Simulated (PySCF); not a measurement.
Sn(Vi)(OH)2(OEt), C4H10O3Sn, SMILES C=[CH][Sn]([OH])([OH])[O]CC (GFN2-xTB optimised geometry):

```
18

C     -1.580    -3.851    -2.063
C     -1.789    -2.610    -1.687
Sn    -0.815    -1.693     0.000
O      1.147    -1.693     0.000
O     -1.165    -2.529     1.768
O     -1.513     0.175     0.000
C     -0.898     1.303     0.558
C     -0.943     1.321     2.078
H     -2.087    -4.266    -2.924
H     -0.906    -4.513    -1.545
H     -2.460    -1.941    -2.202
H      1.513    -2.155     0.756
H     -2.016    -2.309     2.145
H     -1.459     2.155     0.156
H      0.140     1.391     0.219
H     -0.510     2.246     2.452
H     -0.377     0.478     2.472
H     -1.972     1.242     2.421
```

Method: PBE0/def2-SVP, def2 effective core potentials past Kr (PySCF).

### Question
What are the frontier orbital energies and the dipole moment?

### Answer
HOMO-2 -8.28 eV, HOMO-1 -7.66 eV, HOMO -7.43 eV, LUMO -0.74 eV, LUMO+1 -0.63 eV; dipole moment 1.58 D.

On the same geometry PBE/def2-SVP, def2 effective core potentials past Kr (PySCF) gives HOMO-2 -6.50 eV, HOMO-1 -6.10 eV, HOMO -5.81 eV, LUMO -1.68 eV, LUMO+1 -1.58 eV; dipole moment 1.47 D.
